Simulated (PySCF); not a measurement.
## Ga(NH3)H3: computed shieldings and shifts

Ga(NH3)H3, GaH6N, point group C3v.

Geometry:
| atom | x (Å) | y (Å) | z (Å) |
| --- | --- | --- | --- |
| Ga1 | -0.004 | 0.004 | -1.127 |
| N2 | 0.003 | -0.004 | 1.023 |
| H3 | -0.946 | 0.025 | 1.396 |
| H4 | 0.506 | 0.803 | 1.393 |
| H5 | 0.454 | -0.843 | 1.387 |
| H6 | 1.562 | -0.024 | -1.361 |
| H7 | -0.762 | 1.376 | -1.351 |
| H8 | -0.813 | -1.336 | -1.360 |

GIAO calculations in PySCF 2.14 on the PBE0-D3(BJ)/def2-SVP structure: isolated species, non-relativistic, equivalent atoms averaged; basis pcSseg-1 (pcSseg-2 on Ga).

(1) Give the isotropic shieldings (ppm) with B3LYP, PBE, PBE0.

(2) And the chemical shifts, against references computed in the same way?

(3) Which part of the shielding of Ga1 depends on the functional?

(4) What couplings does PBE/pcJ-1 (pcSseg-1 on Ga) give?

## Answers

(1) 
```tsv
atoms	environment	B3LYP	PBE	PBE0
Ga1	Ga bonded to N, 3 H	1498	1459	1525
N2	nitrogen bonded to Ga, 3 H	237.3	237.9	242.3
H6/H7/H8	hydrogen on a Ga bonded to N	26.99	26.60	26.87
H3/H4/H5	hydrogen on a nitrogen bonded to Ga	29.79	29.70	29.70
HOMO–LUMO gap (eV)	–	6.76	5.24	7.29
```

(2) 
```json
{"atoms": "Ga1", "nucleus, reference": "$^{71}$Ga, [Ga(H2O)6]3+", "B3LYP": "301", "PBE": "289", "PBE0": "292"}
{"atoms": "N2", "nucleus, reference": "$^{15}$N, NH3", "B3LYP": "26.2", "PBE": "27.1", "PBE0": "23.4"}
{"atoms": "H6/H7/H8", "nucleus, reference": "$^{1}$H, TMS", "B3LYP": "4.39", "PBE": "4.60", "PBE0": "4.40"}
{"atoms": "H3/H4/H5", "nucleus, reference": "$^{1}$H, TMS", "B3LYP": "1.60", "PBE": "1.50", "PBE0": "1.56"}
```

(3) Diamagnetic: B3LYP 2639, PBE 2640, PBE0 2640 ppm; paramagnetic: B3LYP -1141, PBE -1181, PBE0 -1115 ppm. The diamagnetic part, set mainly by inner electrons, hardly moves; the paramagnetic part goes with low-lying magnetically allowed excitations and carries the spread.

(4) $^{1}J$(N2,H3) = -63.9, $^{2}J$(H6,H7) = 15.4, $^{2}J$(H3,H4) = -8.5, $^{2}J$(N2,H6) = -4.2 Hz (averaged over equivalent pairs; isotopes $^{15}$N, $^{1}$H).

Relativistic effects, spin–orbit coupling among them, are left out; they matter for Ga and for the light atoms bonded to it. Experimental scales use liquid or dissolved standards, which lie at an offset from isolated NH3 (liquid NH3: subtract about 20 ppm).
